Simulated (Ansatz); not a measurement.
Ansatz (a quantum-chemistry and plane-wave program) input file for Hf(O)2 anion (HfO₂), SMILES [O]=[Hf]=[O] (connectivity only; charge and spin as stated), charge -1, multiplicity 2, B3LYP-D3(BJ)/def2-TZVPD. 

Ansatz 0.2 input:
```yaml
crystal:
  periodic: [false, false, false]
  atoms:
    - {symbol: Hf, position_ang: [-0.00000000, -0.00000000, 0.12264003]}
    - {symbol: O, position_ang: [0.00000000, 1.63715655, -0.55188014]}
    - {symbol: O, position_ang: [0.00000000, -1.63715655, -0.55188014]}
basis:
  gaussian:
    orbitals: def2-TZVPD
hamiltonian:
  xc: b3lyp
  dispersion: d3bj
total_charge: -1
magnetization: {spin_polarized: true, initial_magnetization: 1}
relax: {f_tol: 0.002, max_steps: 200}
```

Output:

```
WARN ansatz: RAYON_NUM_THREADS=1 ignored (pool sized by the plan → 1); use --threads N
Functional definition: B3LYP
integrals: 0.04 GiB planned
784 factors; their error is unknown
mean field: 0.48 GiB planned
mean field evaluation 1: about -5399.6344 eV, gradient 3.6e1 eV
mean field evaluation 2: about -5266.8316 eV, gradient 1.7e2 eV
mean field evaluation 4: about -5404.7167 eV, gradient 3.7e0 eV
mean field evaluation 8: about -5404.8035 eV, gradient 1.1e-1 eV
mean field evaluation 16: about -5404.8036 eV, gradient 2.7e-5 eV
mean field -5404.80358513 eV, -198.6228682461 hartree, gradient 9.6e-6 eV, S^2 0.751303; 0 other end points of the search recorded, 0 dependent functions left out
the calculation of the forces begins
reference -5404.80378374 eV, -198.6228755450 hartree; 15, 14 occupied and 108, 109 virtual orbitals, 784 factors
relax step   1: F+E_penalty+E_count = -5404.88705813 eV  Δ(F+E_penalty+E_count) = +0.000e0 eV  max|allowed force component| = 5.615e0 eV/Å  Δτ_max = 0.0000 Å  (36 SCF iters, accepted)
these checks for a lower state are left out or cut short: starts, cluster_reference, orbital_swaps, neighbouring_geometries, increment
integrals: 0.04 GiB planned
784 factors; their error is unknown
mean field: 0.48 GiB planned
mean field -5405.45102938 eV, -198.6466613833 hartree, gradient 2.2e-5 eV, S^2 0.751868; 0 other end points of the search recorded, 0 dependent functions left out
the calculation of the forces begins
reference -5405.45122704 eV, -198.6466686472 hartree; 15, 14 occupied and 108, 109 virtual orbitals, 784 factors
relax step   2: F+E_penalty+E_count = -5405.53481137 eV  Δ(F+E_penalty+E_count) = -6.478e-1 eV  max|allowed force component| = 1.360e0 eV/Å  Δτ_max = 0.1990 Å  (47 SCF iters, accepted)
these checks for a lower state are left out or cut short: starts, cluster_reference, orbital_swaps, neighbouring_geometries, increment
integrals: 0.04 GiB planned
784 factors; their error is unknown
mean field: 0.48 GiB planned
mean field evaluation 32: about -5405.5203 eV, gradient 3.2e-2 eV
mean field -5405.53329961 eV, -198.6496847587 hartree, gradient 2.1e-5 eV, S^2 0.751813; 0 other end points of the search recorded, 0 dependent functions left out
the calculation of the forces begins
reference -5405.53349760 eV, -198.6496920348 hartree; 15, 14 occupied and 108, 109 virtual orbitals, 784 factors
relax step   3: F+E_penalty+E_count = -5405.61806056 eV  Δ(F+E_penalty+E_count) = -8.325e-2 eV  max|allowed force component| = 5.961e-1 eV/Å  Δτ_max = 0.0719 Å  (40 SCF iters, accepted)
these checks for a lower state are left out or cut short: starts, cluster_reference, orbital_swaps, neighbouring_geometries, increment
integrals: 0.04 GiB planned
784 factors; their error is unknown
mean field: 0.49 GiB planned
mean field -5405.54179010 eV, -198.6499967782 hartree, gradient 1.8e-5 eV, S^2 0.751765; 0 other end points of the search recorded, 0 dependent functions left out
the calculation of the forces begins
reference -5405.54198801 eV, -198.6500040516 hartree; 15, 14 occupied and 108, 109 virtual orbitals, 784 factors
relax step   4: F+E_penalty+E_count = -5405.62683003 eV  Δ(F+E_penalty+E_count) = -8.769e-3 eV  max|allowed force component| = 1.641e-1 eV/Å  Δτ_max = 0.0195 Å  (35 SCF iters, accepted)
these checks for a lower state are left out or cut short: starts, cluster_reference, orbital_swaps, neighbouring_geometries, increment
integrals: 0.04 GiB planned
784 factors; their error is unknown
mean field: 0.49 GiB planned
mean field -5405.54216153 eV, -198.6500104282 hartree, gradient 1.5e-5 eV, S^2 0.751777; 0 other end points of the search recorded, 0 dependent functions left out
the calculation of the forces begins
reference -5405.54235943 eV, -198.6500177008 hartree; 15, 14 occupied and 108, 109 virtual orbitals, 784 factors
relax step   5: F+E_penalty+E_count = -5405.62723273 eV  Δ(F+E_penalty+E_count) = -4.027e-4 eV  max|allowed force component| = 1.634e-2 eV/Å  Δτ_max = 0.0053 Å  (36 SCF iters, accepted)
these checks for a lower state are left out or cut short: starts, cluster_reference, orbital_swaps, neighbouring_geometries, increment
integrals: 0.04 GiB planned
784 factors; their error is unknown
mean field: 0.49 GiB planned
mean field -5405.54218909 eV, -198.6500114410 hartree, gradient 1.3e-5 eV, S^2 0.751776; 0 other end points of the search recorded, 0 dependent functions left out
the calculation of the forces begins
reference -5405.54238700 eV, -198.6500187139 hartree; 15, 14 occupied and 108, 109 virtual orbitals, 784 factors
relax step   6: F+E_penalty+E_count = -5405.62724629 eV  Δ(F+E_penalty+E_count) = -1.356e-5 eV  max|allowed force component| = 1.912e-4 eV/Å  Δτ_max = 0.0012 Å  (38 SCF iters, accepted)
integrals: 0.04 GiB planned
784 factors; their error is unknown
mean field: 0.49 GiB planned
mean field evaluation 64: about -5405.5422 eV, gradient 1.5e-5 eV
mean field -5405.54218909 eV, -198.6500114410 hartree, gradient 1.5e-5 eV, S^2 0.751776; 1 other end points of the search recorded, 0 dependent functions left out
the calculation of the forces begins
reference -5405.54238700 eV, -198.6500187139 hartree; 15, 14 occupied and 108, 109 virtual orbitals, 784 factors
Total energy: -5405.62744419 eV, -198.6531445083 hartree
Atom 0 at     0.000000     0.000000     0.357732 Å, force     0.000000     0.000000     0.000083 eV/Å
Atom 1 at    -0.000000     1.514654    -0.669426 Å, force    -0.000000     0.000191    -0.000042 eV/Å
Atom 2 at    -0.000000    -1.514654    -0.669426 Å, force    -0.000000    -0.000191    -0.000042 eV/Å
Dipole moment:    -0.000000     0.000000     0.988398 e Å
```

The calculation finished and met its thresholds.
